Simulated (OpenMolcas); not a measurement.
## Rh II: effect of the active space

* Program: OpenMolcas 26.06
* Method: SS-CASPT2, IPEA 0.25 Eh, imaginary shift 0.1 Eh
* Basis: ANO-RCC-VQZP
* Scalar Hamiltonian: DKH2, point nucleus
* Spin-orbit coupling: state interaction with AMFI integrals over the reference wave functions, term energies averaged over their components

A. 8 electrons in 5 orbitals (4d); 2S+1 = 3 even, 10 roots; 2S+1 = 1 even, 15 roots; closed shells correlated: 4s 4p; CASPT2 step of the order of 11 core-seconds
B. 8 electrons in 6 orbitals (4d 5s); 2S+1 = 3 even, 55 roots; 2S+1 = 5 even, 10 roots kept (CI in the orbitals of an earlier block); 2S+1 = 1 even, 43 roots kept (CI in the orbitals of an earlier block); closed shells correlated: 4s 4p; CASPT2 step of the order of 60 core-seconds
C. 8 electrons in 11 orbitals (4d 5s 5d); 2S+1 = 3 even, 10 roots; 2S+1 = 1 even, 14 roots kept (CI in the orbitals of an earlier block); closed shells correlated: 4s 4p; CASPT2 step of the order of 40 core-minutes

Energies in cm-1 above 4d8 3F4, the measured ground level; measured values from NIST Handbook of Basic Atomic Spectroscopic Data.

```tsv
Level	A	B	C	Measured
4d8 3F4	0.0	0.0	0.0	0.0
4d8 3F3	2410	2540	2370	2401
4d8 3F2	3550	3680	3500	3581
4d8 3P1	11600	10450	10410	10515
4d8 3P0	11830	10740	11000	10761
4d8 1G4	15040	14960	14890	14855
```

Deviations, from unrounded energies. A percentage is the sum of absolute deviations over the sum of measured energies, with the sign that they share, or ± where signs differ.

```tsv
Against measurement	Levels	A	B	C
mean absolute deviation (cm-1)	5	470	86	99
fine structure of the ground term (%)	2	±0.6	+4.0	-2.0
other terms of the ground configuration (%)	3	+6.5	±0.5	±1.0
```

B lies closest to measurement on these levels and A furthest from it. The largest miss of B in the table is 4d8 3F3, by +140 cm-1. The ranking rests on the paired levels alone, and a cruder setting can come out closer through cancelling errors.

The spin-orbit steps hold different terms of 4d8 (C lacks 1S), which shifts levels as well.

The two smallest mean deviations differ by little beside CASPT2's spread within terms, so their order carries little weight.

Among A to C the level of the table that moves most is 4d8 3P1, by 1200 cm-1 (lowest in C, highest in A). Moves below CASPT2's spread within the term are not significant.

CASPT2 does not keep the components of a term degenerate, so their means are used; among the terms shown or strongly mixed into the levels shown the widest spread is 790 cm-1 (4d8 1G, A). Configurations with an s electron lie low at this charge and mix in, so terms can be misplaced (holds for A). Terms from blocks run as CI alone lack orbitals of their own (holds for B; C). Active for correlation alone: 5d; no level in the range computed is led by a configuration that fills it, so any true level of that kind is missing (holds for C). No level of 4d7 5s was computed, though it lies in the active space (holds for C). Measured partners are found by configuration, term and J. A level has none where our copy of the source lacks it or the pairing is in doubt (some pairs that miss far off the trend of their configuration count as doubtful), and it then counts in no deviation. Only configurations of the active space appear. The table leaves out levels that lie high or whose names do not pair safely across all columns.
